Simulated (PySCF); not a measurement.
**Removal energies of Ti⁴⁺ from EOM-IP-GCCSD**

Reference: closed-shell Ti⁴⁺, [Ar]; one electron is removed. Calculated with PySCF 2.14, two-component X2C-1e with screened spin-orbit coupling, x2c-TZVPPall-2c with one added diffuse shell each of s, p, d, f type (7s8p5d3f1g, 86 functions); frozen 1s2; of the others 110 kept and the rest restored at second order. No Breit or QED terms. Binding energies in eV.

| level | Koopmans | second order | EOM-CCSD |
| --- | --- | --- | --- |
| 2p1/2 | 544.76 | 533.15 | 534.94 |
| 2p3/2 | 538.79 | 527.32 | 529.08 |
| 3s1/2 | 130.67 | 124.37 | 123.45 |
| 3p1/2 | 99.945 | 99.450 | 99.619 |
| 3p3/2 | 99.162 | 98.696 | 98.866 |

In EOM-CCSD the overlap with the one-orbital guess is low for 3s1/2 (weight 0.78). That can mean mixing with two-hole, one-particle states, where second order and EOM-CCSD lose accuracy, or only a rotation among the degenerate components of the shell; the terms of those configurations are not listed.

For comparison, the ionisation energy of Ti⁴⁺ is 99.299 ± 0.012 eV (measured; NIST Atomic Spectra Database, ionization energies).

The screened spin-orbit operator tends to give fine-structure splittings of light species too large.

Gaps of this size point to the basis (7s8p5d3f1g), which has few functions of high l to correlate and polarise the inner shells.

Where second order misses EOM-CCSD by more than 1 eV, it overshoots the relaxation and correlation of that hole or particle, which higher orders damp.
